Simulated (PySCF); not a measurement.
BrSi, SMILES Br[Si] (connectivity only; charge and spin as stated), charge +1, multiplicity 1. The structure is a stationary point at B3LYP-D3(BJ)/def2-TZVP. The multiplicity is an assumed one; other spin states were not compared.

PySCF 2.14.0 with TDA-B3LYP/def2-TZVPD puts the lowest singlet excitations at 4.64, 4.81, 4.81, 4.98, 4.98, 6.46 eV.

What are the lowest excitation roots from PySCF with ADC(2)/aug-cc-pVDZ? (Estimate from the structure and the level; the computed values follow.)

5.00, 5.00, 5.01, 5.01, 5.01, 5.77 eV. S1 differs by 0.35 eV (second minus first; roots are paired by order, and the bases may differ).
